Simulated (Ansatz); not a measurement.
`C[CH2][Al]([CH3])[CH3]` + HCl → `C[CH2][Al]([CH3])[Cl]` + CH₄  (ligand exchange at the Al–C bond)

Gas-phase electronic energies from Ansatz, PBE0-D4/def2-TZVP geometries. CBS: MP2 limit from def2 TZ/QZ plus the TZ coupled-cluster correction, frozen cores. This one scheme is used for every species. Functionals use def2-TZVPP. B3LYP here is the variant with VWN-RPA as its local correlation; programs differ in this. HSE06 is defined as in plane-wave codes. One conformer a species, not always the lowest.

```csv
level,ΔE (kcal/mol),difference from CCSD(T)/CBS
revPBE-D4,-43.0,1.5
r2SCAN-D4,-45.4,-0.9
B3LYP-D4,-44.9,-0.4
ωB97X-V,-44.6,-0.1
HSE06,-44.3,0.2
MP2/def2-SVP,-46.9,-2.4
CCSD/def2-TZVPP,-44.2,0.3
MP2/def2-QZVPP,-45.4,-0.9
SCS-MP2/def2-QZVPP,-45.4,-0.9
HF/CBS(def2),-48.2,-3.7
CCSD(T)/CBS,-44.5,0
```

Largest T1 diagnostic among the species: 0.009.

From PBE to PBE0 (25 % exact exchange), in def2-TZVPP and without D4, ΔE moves by −1.0 kcal/mol. Leaving LDA and LC-ωPBE aside and taking each functional with its dispersion term where it has one, the values, not all of them listed here, spread over 3.4 kcal/mol, from BHLYP-D4 to revPBE-D4. LDA lies +1.3 kcal/mol from PBE without D4.

CCSD(T)/CBS has its own doubt, a few kJ/mol and more with outer-core shells, so smaller differences from it don't rank the levels.
